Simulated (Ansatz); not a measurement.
Two isomers of C2H6BBrSi: A = `B[C@H]1[SiH2][C@@H]1Br`, B = `C[Si@H]1B[C@@H]1Br`.

Isolated molecules relaxed with PBE0-D4/def2-TZVP in Ansatz; ΔE leaves out vibrations. CBS: MP2 limit from def2 TZ/QZ plus the TZ coupled-cluster correction, frozen cores. Functionals use def2-TZVPP. B3LYP here is the variant with VWN-RPA as its local correlation; programs differ in this. For Br outer-core shells are correlated without core-valence functions, which leaves a few kJ/mol of doubt a bond. Scalar relativity is left out up to krypton.

Q: Which isomer does CCSD(T)/CBS put lower? Give the gap. (Estimate.)

A: The calculation gave: A, by 5.0 kcal/mol.

Q: Give E(B) − E(A) in kcal/mol with B3LYP, PBE-D4, B3LYP-D4, CCSD/def2-TZVPP, CCSD(T)/def2-TZVPP, PBE0-D4, HF/def2-TZVPP. (Best estimate.)

A: Ansatz gave: B3LYP 2.5, PBE-D4 2.0, B3LYP-D4 3.4, CCSD/def2-TZVPP 5.7, CCSD(T)/def2-TZVPP 5.1, PBE0-D4 3.9, HF/def2-TZVPP 7.0. None reverses the order clearly.

Largest T1 diagnostic: 0.012.

From PBE to PBE0 (25 % exact exchange), in def2-TZVPP and without D4, E(B) − E(A) moves by +2.1 kcal/mol. The D4 term adds +0.9 kcal/mol with B3LYP and +0.4 kcal/mol with PBE0; it sums over pairs of atoms, weighted by their polarisabilities, and B3LYP, whose exchange is more repulsive, gets the larger term.
